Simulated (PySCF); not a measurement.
A structure optimised at PBE0-D3(BJ)/def2-SVP, used in a PySCF frequency run:

```xyz
16

C      3.1336    -0.8187    -0.0157
C      1.8963     0.0270    -0.1494
O      1.9422     1.1840    -0.5067
Si     0.1489    -0.7025     0.2994
C     -1.1205     0.3806    -0.5453
Si    -2.8320     0.4271     0.2276
H      4.0309    -0.2200    -0.2266
H      3.1919    -1.2481     0.9981
H      3.0763    -1.6698    -0.7144
H      0.0362    -0.6435     1.7923
H      0.0457    -2.1394    -0.1067
H     -1.2021     0.0675    -1.5999
H     -0.6839     1.3957    -0.5505
H     -2.7501     0.9514     1.6253
H     -3.4211    -0.9475     0.2780
H     -3.7539     1.3034    -0.5587
```

Write its SMILES and formula.

CC(=O)[SiH2]C[SiH3], C₃H₁₀OSi₂

What are its rotational constants (standard atomic weights)?

6.1835, 0.91169, 0.82875 GHz
